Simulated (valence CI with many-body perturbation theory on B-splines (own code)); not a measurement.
## Pb LXXVIII: key properties

Computed by configuration interaction combined with many-body perturbation theory (CI+MBPT): three valence electrons over a frozen Dirac-Fock core [He], radial functions for each j: 11 s, 11 p, 10 d, 8 f, 5 g, 2 h, with the one-electron correlation potential Σ1, the two-electron term Σ2, the three-electron term Σ3, Breit, model QED; selected CI, second order for the rest, scaled by the run's own slope (own B-spline code, finite nucleus).

No measured spectrum was set against this ion. As an estimate, large intervals hold to a few tenths of a per cent, small ones and those within an open d or f shell to about a per cent.

Levels are named by their leading jj configuration (3d3/2^4 stands for four electrons in 3d with j = 3/2), which in mixed levels can hold well under half, so a name can repeat and another be missing.

Rates and lifetimes use the calculated energies. Strong lines usually hold to 10 to 20 %, long lifetimes can be off by a factor of two.

What is the ground level?

(2s^2 2p1/2) J=1/2, composition 100 % 2s²2p ²P°, g = 0.602.

Among levels below 164850 × 10³ cm⁻¹, which E1 lines absorb most strongly from the ground level?

to (2s^2 3d3/2) J=3/2 at 0.08589 nm, f = 0.534; to (2s 2p1/2 2p3/2) J=3/2 at 0.4568 nm, f = 0.208; to (2s 2p1/2 3p1/2) J=3/2 at 0.08914 nm, f = 0.192.

How well does LS coupling describe the low levels?

Among the lowest 20 levels the leading LS term, summed over configurations, holds 76 % on average. For single configurations the figures are 75 % in LS and 99 % in jj coupling. Terms mix most in the J = 1/2 level at 2631.9 × 10³ cm⁻¹, where the leading one holds 48 %.

Where does the other parity begin?

At (2s 2p1/2^2) J=1/2, 2631.9 × 10³ cm⁻¹.

What is the ionisation energy?

23934 eV; NIST lists 23940 ± 120 eV (theoretical).
